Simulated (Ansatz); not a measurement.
A nudged elastic band was laid between two geometries of CH$_{4}$BO$_{2}$ (8 atoms, charge -1, multiplicity 1).

All numbers below come from RHF/6-31G* (Ansatz).

| Quantity | Value |
| --- | --- |
| movable images | 9 |
| climbing image | yes |
| spring | 5.0 eV/Å² |
| optimiser | quadratic models (default) |
| start path | IDPP |
| force threshold | 0.03 eV/Å |
| iteration limit | 60 |
| end points | relaxed |

First end point:

```xyz
8
Properties=species:S:1:pos:R:3
B -0.603 1.002 -0.028
C 0.284 -0.118 -0.068
O 1.642 -0.152 0.238
O -0.061 -1.442 -0.438
H -1.764 0.856 -0.393
H -0.253 2.102 0.342
H 1.755 -0.828 0.895
H -1.000 -1.421 -0.548
```

Last end point:

```xyz
8
Properties=species:S:1:pos:R:3
B -0.720 1.036 0.182
C 0.088 -0.126 -0.022
O 1.499 -0.175 0.001
O -0.379 -1.433 -0.282
H -1.930 0.988 0.064
H -0.222 2.105 0.478
H 1.740 -0.732 0.731
H -0.075 -1.663 -1.151
```

(1) What changes between the two ends?

(2) Give the energies along the band, and the barrier.

(3) What is the geometry of the highest image?

(4) What are the harmonic wavenumbers there?

Answers

(1) No bond is made or broken. The dihedral O3–C2–O4–H8 goes from 174 to -64°.

(2) The run converged. The highest image is number 5 of 0 to 10, 0.088 eV above the first end and 0.055 eV above the last; the last end lies 0.033 eV above the first. A vibrational analysis at the climbing image gives one clearly imaginary mode, 325i cm⁻¹: a first-order saddle point. Limits of this set-up: an anion without diffuse functions, the dipole of an ion depends on the origin.

```csv
image,path coordinate (Å),energy (eV),dihedral O3–C2–O4–H8 (°)
0,0.00,0.000,174
1,0.16,0.007,-175
2,0.31,0.028,-162
3,0.47,0.056,-149
4,0.62,0.079,-135
5,0.77,0.088,-122
6,0.92,0.083,-109
7,1.07,0.068,-96
8,1.22,0.052,-85
9,1.37,0.038,-74
10,1.52,0.033,-64
```

(3) 
```xyz
8
Properties=species:S:1:pos:R:3
B -0.649 0.997 0.141
C 0.203 -0.142 0.000
O 1.606 -0.147 0.026
O -0.221 -1.478 -0.229
H -1.859 0.880 0.031
H -0.205 2.111 0.337
H 1.864 -0.750 0.711
H -0.739 -1.471 -1.018
```

(4) 325i, 226, 396, 486, 588, 656, 866, 893, 920, 1143, 1250, 1324, 1374, 1654, 2503, 2550, 4029, 4127 cm⁻¹.

Run time: 68 s on 1 thread of Intel(R) Xeon(R) Processor @ 2.70GHz (shared host), peak memory 0.12 GiB.
